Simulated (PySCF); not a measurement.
C₅H₁₃NP₂.
Z-matrix (Å and degrees, PBE0-D3(BJ)/def2-SVP geometry), rows numbered from 1:
```
C 
N   1  1.4426
P   2  1.7115  1  120.31
C   3  1.8755  2  104.30  1   -94.28
C   4  1.5238  3  115.40  2   -69.94
P   5  1.8739  4  110.32  3   -75.93
C   6  1.8693  5   99.45  4    42.78
C   7  1.5232  6  115.18  5    29.54
H   1  1.1010  2  109.19  3   -38.38
H   1  1.1087  2  114.64  3    81.82
H   1  1.1026  2  110.68  3  -156.31
H   2  1.0176  1  113.87  3  -146.92
H   4  1.1038  3  104.97  2    52.92
H   4  1.1047  3  108.22  2   165.09
H   5  1.1029  4  110.30  3    47.52
H   5  1.1022  4  111.11  3   165.20
H   6  1.4313  5   97.22  4   140.25
H   7  1.1040  6  107.48  5   -94.27
H   7  1.1021  6  106.15  5   153.36
H   8  1.1019  3  107.11  2   -89.36
H   8  1.1047  3  109.57  2    25.70
```

All values: PBE0/pcSseg-1 (PySCF, non-relativistic), on one gas-phase PBE0-D3(BJ)/def2-SVP geometry that isn't relaxed in the solvent. The solvent is an IEF-PCM continuum (Bondi radii, 1.10 Å for H, scaled by 1.2). The model holds no explicit solvent molecules, cavitation or dispersion.

Gas phase at PBE0/pcSseg-1: HOMO -6.37 eV, LUMO 0.51 eV, dipole 1.84 D.

Q: What does the continuum do to the energy, the frontier levels and the dipole at PBE0/pcSseg-1 in chloroform and dimethylsulfoxide?

A: 
```tsv
solvent	ε	E(solvent) − E(gas) (kJ/mol)	polarisation term (kJ/mol)	distortion of the solute (kJ/mol)	HOMO (eV)	LUMO (eV)	dipole (D)
chloroform	4.711	-16.33	-18.27	1.94	-6.33	0.67	2.31
dimethylsulfoxide	46.83	-23.90	-28.41	4.51	-6.33	0.73	2.60
```

Polarisation term: ½ Σ q·V over the induced surface charges. Distortion: the rise of the solute's own energy as its density leaves the gas-phase optimum. From chloroform to dimethylsulfoxide the lowering changes by a factor 1.46, Onsager's factor (ε − 1)/(2ε + 1) by 1.36 and ε itself by 9.9.

Q: Which radius a makes the point-dipole formula ΔE = −[(ε − 1)/(2ε + 1)]·μ²/a³ give the value in dimethylsulfoxide, with the gas-phase dipole?

A: μ = 0.723 au and |ΔE| = 0.00910 Eh give a = 1.60 Å; the farthest nucleus lies 3.95 Å from the centroid of the nuclei, so such a sphere wouldn't even hold the nuclei. The formula assumes a rigid point dipole at the centre of a sphere.

Q: Which Hirshfeld charges (PBE0/pcSseg-1) respond most in chloroform (means over atoms taken as equivalent)?

A: 
```json
{"atoms": "P3", "environment": "three-coordinate phosphorus", "gas (e)": "+0.181", "solvent (e)": "+0.162", "change": "-0.019"}
{"atoms": "P6", "environment": "phosphine phosphorus", "gas (e)": "+0.097", "solvent (e)": "+0.078", "change": "-0.019"}
{"atoms": "H12", "environment": "N–H hydrogen", "gas (e)": "+0.104", "solvent (e)": "+0.113", "change": "+0.009"}
{"atoms": "H17", "environment": "P–H hydrogen", "gas (e)": "-0.024", "solvent (e)": "-0.020", "change": "+0.004"}
{"atoms": "N2", "environment": "nitrogen bonded to C, P and H", "gas (e)": "-0.200", "solvent (e)": "-0.203", "change": "-0.003"}
{"atoms": "H15/H16/H18/H19", "environment": "methylene hydrogen", "gas (e)": "+0.036", "solvent (e)": "+0.040", "change": "+0.004"}
{"atoms": "H13/H14/H20/H21", "environment": "methylene hydrogen", "gas (e)": "+0.035", "solvent (e)": "+0.038", "change": "+0.003"}
{"atoms": "C5/C7", "environment": "sp3 carbon bound to phosphorus", "gas (e)": "-0.116", "solvent (e)": "-0.114", "change": "+0.002"}
```
